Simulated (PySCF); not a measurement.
Work out the structure from these simulated measurements.

Formula: C5H3FNP3.

- Rotational structure: rotational constants A, B, C: 1.128, 0.804, 0.471 GHz [GFN2-xTB]
- NMR, other nuclei: isotropic shieldings of nuclei other than C and H, by class: -82 (1 N), 211 (1 F), 16 (1 P), 79 (1 P), 94 (1 P) ppm [GIAO PBE0/pcSseg-1]
- UV, first state: lowest singlet excitation: 3.44 eV (361 nm, f = 0.017) [TDDFT CAM-B3LYP/def2-SVPD]
- Dipole: 4.78 D [CAM-B3LYP/def2-SVPD]
- Polarisability: 141.5 au [CAM-B3LYP/def2-SVPD]
- 1H NMR: chemical shifts (computed TMS as zero) by class: 3.59 (3 H) ppm [GIAO PBE0/pcSseg-1]
- 13C NMR: chemical shifts (computed TMS as zero) by class: 255.0 (1 C), 220.7 (1 C), 176.5 (1 C), 125.4 (1 C), 31.8 (1 C) ppm [GIAO PBE0/pcSseg-1]
- Triplet: lowest triplet excitation (Tamm–Dancoff): 2.32 eV [TDA CAM-B3LYP/def2-SVPD]

Gas-phase values; electronic properties from PySCF, density fitting. Levels stand in brackets. Isolated species at its GFN2-xTB geometry, gas phase. GFN2-xTB frequencies show an imaginary mode (32i cm⁻¹), so this geometry is no minimum at that level. Each NMR value is the plain mean over a class of atoms that symmetry, rotation or inversion makes alike.

Problem. Propose a structure and show how it fits.

Solution. Numbering: `[CH3:1][c:2]1[p:3][c:4]([F:5])[p:6][c:7]([C:8]#[N:9])[p:10]1`. 5 carbons fall into 5 classes; from least to most shielded: aromatic C–F carbon [C4] (255.0 ppm), substituted aromatic carbon [C2] (220.7 ppm), substituted aromatic carbon [C7] (176.5 ppm), nitrile carbon [C8] (125.4 ppm), benzylic-type carbon [C1] (31.8 ppm). All hydrogens form one class (3.59 ppm): methyl hydrogen. The other shieldings belong to: -82 ppm, nitrile nitrogen [N9]; 211 ppm, aryl fluorine [F5]; 16 ppm, phosphorus bonded to 2 C [P10]; 79 ppm, phosphorus bonded to 2 C [P6]; 94 ppm, phosphorus bonded to 2 C [P3]. By its constants the optimised geometry is an asymmetric top. Structure: `CC1=PC(F)=PC(C#N)=P1`. The assignments are read from this structure; whether some other isomer fits the data as well wasn't checked.
